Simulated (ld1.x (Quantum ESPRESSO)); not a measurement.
How hard is this S TM potential?

ld1.x (Quantum ESPRESSO) 7.5 input, shortened:

```
&input
   title='S', zed=16., rel=2, dft='BP', iswitch=3,
   config='[Ne] 3s1 3p5', rel_dist='average'
 /
 &inputp
   pseudotype=2, tm=.true., lloc=0,
   nlcc=.false.
 /
2
3P  2  1   5.00   0.00  1.00  1.00  0.0
3S  1  0   1.00   0.00  1.00  1.00  0.0
 &test
   configts(1)='3s1 3p5'
 /
```

Open shells are filled in proportion to 2j + 1 (rel_dist='average').

The pseudo-atom Hamiltonian at the reference potential is diagonalised in spherical Bessel functions j_l(qr) that vanish at 20 bohr, with q² up to the cutoff. All-electron valence levels (Ry): 3p1/2 -0.5670, 3p3/2 -0.5605, 3s -1.3255.

**Question.** How do the lowest levels (Ry) of each channel move with the cutoff, and are there ghosts?

**Answer.**

```tsv
cutoff (Ry)	p1/2 #1	p1/2 #2	p3/2 #1	p3/2 #2	s #1	s #2	d #1	f #1	f #2	Σ f·Δε (mRy)
8	-0.4296	0.0293	-0.4233	0.0294	-1.0606	-0.0154	0.0665	0.1151	0.2441	950.7
25	-0.4529	0.0286	-0.4484	0.0288	-1.1857	-0.0209	0.0665	0.1151	0.2441	702.8
50	-0.4617	0.0284	-0.4568	0.0285	-1.2735	-0.0255	0.0664	0.1151	0.2441	572.4
100	-0.5496	0.0261	-0.5422	0.0262	-1.3214	-0.0286	0.0664	0.1151	0.2441	93.5
180	-0.5661	0.0256	-0.5596	0.0258	-1.3244	-0.0287	0.0664	0.1151	0.2441	4.9
400	-0.5668	0.0256	-0.5604	0.0257	-1.3254	-0.0288	0.0664	0.1151	0.2441	0.0
```

Result: no extra level below or beside the all-electron valence levels (p1/2, p3/2, s, d, f tested); 10 mRy is reached at 140 Ry and 1 mRy at 300 Ry.

Its largest configuration-test error is +305 meV.
